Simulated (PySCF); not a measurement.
A structure optimised at PBE-D3(BJ)/def2-TZVP, used in a PySCF frequency run:

```xyz
9

C      1.4007    -0.0132     0.0977
B      0.0000     0.0000    -0.5581
C     -1.4007     0.0132     0.0977
H      1.6892     1.0547     0.1787
H      2.1910    -0.4921    -0.4967
H      1.4165    -0.4181     1.1271
H     -1.4165     0.4181     1.1271
H     -2.1910     0.4921    -0.4967
H     -1.6892    -1.0547     0.1787
```
Charge 0, spin multiplicity 2.

Write its SMILES, formula and point group.

C[B]C, C₂H₆B, C2

What are its rotational constants (standard atomic weights)?

52.087, 7.2516, 6.9021 GHz
